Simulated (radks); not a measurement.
The numbers below are computed, except where a source is named.
K I, configuration [Ar] 4s1 (the NIST ground configuration). Code: a radial shooting solver on a logarithmic mesh with Libxc functionals. Model: scalar-relativistic Kohn-Sham, BLYP, spin-polarised, spherical densities, finite nucleus; open shells are filled with parallel spins first; Fermi nuclear charge, rms radius 3.4349 fm.

Normalised radial functions P(r) = r R(r), r in bohr:

```
   r/bohr * 3s up, o 3s down (the largest magnitude, 0.904, reaches the edge; | marks zero, & curves that meet)
 0.002636                             |&
 0.003995                             | &
 0.006056                             |  &
  0.00918                             |   &
  0.01392                             |    &
   0.0211                             |      &
  0.03198                             |       &
  0.04848                             |       &
  0.07348                             |    &
   0.1114                            &|
   0.1689                    &        |
   0.2539              &              |
   0.3849                    &        |
   0.5835                             |         &
   0.8846                             |                          &
    1.341                             |                          &
    2.033                             |            &
    3.081                             |  &
    4.671                             &
     7.08                             &
    10.73                             &
    16.27                             &
```

3s up: eigenvalue -35.024 eV, 2 radial nodes at r = 0.107, 0.481 bohr, <r> = 1.27 bohr, 90 % of the charge inside 1.92 bohr. 3s down: eigenvalue -34.977 eV, 2 radial nodes at r = 0.107, 0.481 bohr, <r> = 1.27 bohr, 90 % of the charge inside 1.92 bohr.
